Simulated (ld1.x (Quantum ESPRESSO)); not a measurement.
## Building the RRKJ potential for Si (LDA (PZ), non-relativistic).

- Element: Si (Z = 14)
- Generator: ld1.x (Quantum ESPRESSO) 7.5
- Type: norm-conserving RRKJ (Kleinman–Bylander form)
- Functional: LDA (PZ)
- Relativity: non-relativistic
- Frozen core: [Ne]
- Valence charge: 4
- Reference configuration: 3s2 3p1 (charge +1)
- Partial waves: 3s (bound): rc 1.80 bohr; 3p (bound): rc 1.30 bohr
- Local potential: the p channel
- Core correction: a·sin(br)/r model core inside 1.25 bohr

All-electron outer shells of the reference configuration (LDA (PZ), non-relativistic, ld1.x):

```csv
shell,level (eV),outermost node (bohr),outermost maximum (bohr)
3s,-19.06,0.72,1.73
3p,-11.76,0.71,2.01
```

**Question.** Does the generator finish with these settings?

**Answer.** No. ld1.x (Quantum ESPRESSO) 7.5 stopped with "compute_phi: phi has nodes before r_c": the RRKJ expansion in Bessel functions gave a pseudo-wave with a node inside its radius. Before that it printed "This function has    1 nodes for 0 < r <    1.797".
